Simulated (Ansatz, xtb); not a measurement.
# Al2ClH2OSi: which of two structures lies lower

We compare I, a doublet given by its coordinates, with II, `[Cl][Al]1[O][AlH][SiH]1`, a doublet. Both are isolated molecules in the gas phase, relaxed with PBE0-D3(BJ)/def2-SVP.

I (Å):

```xyz
7

Al    2.1455   -0.1083    0.3218
Al    4.2904   -2.7600    0.1416
Cl    2.6660    1.4997    1.5768
O     3.1862   -1.4445    0.2085
Si    0.1796    0.0666   -0.9904
H    -0.3930   -1.1173   -1.6966
H    -0.8623    1.0970   -0.7115
```

Close contacts (Å): Al1–Cl3 2.11, Al1–O4 1.70, Al1–Si5 2.37, Al2–O4 1.72, Si5–H6 1.49, Si5–H7 1.49.

II (Å):

```yaml
atoms:
  - { symbol: Al, position_ang: [-0.3711, 0.9724, 0.0326] }
  - { symbol: Al, position_ang: [0.2564, -1.7427, -0.1858] }
  - { symbol: Cl, position_ang: [1.0593, -3.5203, -0.9452] }
  - { symbol: O, position_ang: [0.4624, -0.1984, -0.9450] }
  - { symbol: Si, position_ang: [-1.0292, -0.7554, 1.5532] }
  - { symbol: H, position_ang: [-0.4453, 2.5155, -0.2873] }
  - { symbol: H, position_ang: [-1.7599, -1.1126, 2.8014] }
```

Quicker runs give these differences E(II) − E(I): GFN2-xTB −13.1 kcal/mol; HF/STO-3G +17.7 kcal/mol (at GFN2-xTB geometries); r2SCAN-D4/def2-SVP +10.6 kcal/mol (at GFN2-xTB geometries).

Problem. Estimate E(II) − E(I) at the level CCSD(T)/def2-SVP + ΔMP2/def2-TZVPP.

Solution. Calculated at CCSD(T)/def2-SVP + ΔMP2/def2-TZVPP: E(II) − E(I) = +7.6 kcal/mol, so structure I lies lower.

How the difference moves with the method:

```
                             level              geometry  E(II) − E(I) (kcal/mol)  departure from the last row (kcal/mol)  job, with rough time for the two
                          GFN2-xTB              GFN2-xTB                     −13.1                                   −20.8               optimisation, 1.2 s
                         HF/STO-3G              GFN2-xTB                     +17.7                                   +10.1               single point, 1.9 s
                r2SCAN-D4/def2-SVP              GFN2-xTB                     +10.6                                    +2.9               single point, 7.5 s
              PBE0-D3(BJ)/def2-SVP  PBE0-D3(BJ)/def2-SVP                      +3.6                                    −4.0             optimisation, 2.2 min
                       HF/def2-SVP  PBE0-D3(BJ)/def2-SVP                     +15.0                                    +7.3           part of the CCSD(T) run
                      MP2/def2-SVP  PBE0-D3(BJ)/def2-SVP                      +7.3                                    −0.4           part of the CCSD(T) run
                  CCSD(T)/def2-SVP  PBE0-D3(BJ)/def2-SVP                     +10.0                                    +2.3                      single point
CCSD(T)/def2-SVP + ΔMP2/def2-TZVPP  PBE0-D3(BJ)/def2-SVP                      +7.6                                                        single point, 64 s
```

GFN2-xTB puts the two in the other order. The largest departure from CCSD(T)/def2-SVP + ΔMP2/def2-TZVPP is that of GFN2-xTB, 20.8 kcal/mol. The last row adds to CCSD(T) the change of the MP2 difference between the two basis sets, here −2.3 kcal/mol.

With harmonic frequencies from PBE0-D3(BJ)/def2-SVP (ideal gas, rigid rotor, one conformer each, 298.15 K, 1 atm): on the last row, ΔE + ΔZPE = +7.8 kcal/mol. A mode under 50 cm⁻¹ makes harmonic enthalpies and free energies unreliable, so none is given.

Open shells are spin-unrestricted. The correlated steps freeze 21 core orbitals. Codes used: Ansatz 0.2.0, xtb 6.7.1; the last row on 2 threads of Intel(R) Xeon(R) Platinum 8259CL CPU @ 2.50GHz (Skylake/Cascade Lake) on a shared host.
